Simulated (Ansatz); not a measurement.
Correlation energies of C$_{3}$H$_{9}$AlClN, SMILES `CC(C)[NH][AlH][Cl]` by basis set

Z-matrix (Å, degrees):
```
C
C 1 1.522
H 1 1.093 2 111.3
H 1 1.092 2 110.8 3 120.9
H 1 1.095 2 110.3 3 -119.6
C 2 1.522 1 111.1 3 57.1
N 2 1.454 1 111.3 3 -178.1
H 2 1.098 1 107.9 3 -61.0
H 6 1.095 2 110.3 1 62.5
H 6 1.093 2 111.3 1 -57.1
H 6 1.092 2 110.8 1 -178.1
Al 7 1.757 2 127.7 1 117.9
H 7 1.011 2 111.8 1 -62.2
Cl 12 2.100 7 117.6 2 180.0
H 12 1.572 7 121.4 2 -0.0
```

Total charge 0; spin multiplicity 1. The geometry is a stationary point of PBE0-D4/def2-TZVP. It is one conformer, not always the lowest. Frozen core, restricted reference, Ansatz. CBS rows extrapolate triple and quadruple zeta; past MP2 they add the triple-zeta difference.

```tsv
basis	HF (Eh)	MP2 corr.
def2-TZVPP	-874.91182	-1.00497
def2-QZVPP	-874.94015	-1.07863
```

Q: Estimate the CCSD correlation energy and the (T) correction in each basis where they were run (hartree).

A: 
| basis | CCSD corr. | (T) |
| --- | --- | --- |
| def2-TZVPP | -1.06815 | -0.04245 |
| CBS(def2) | -1.19636 | as TZ |
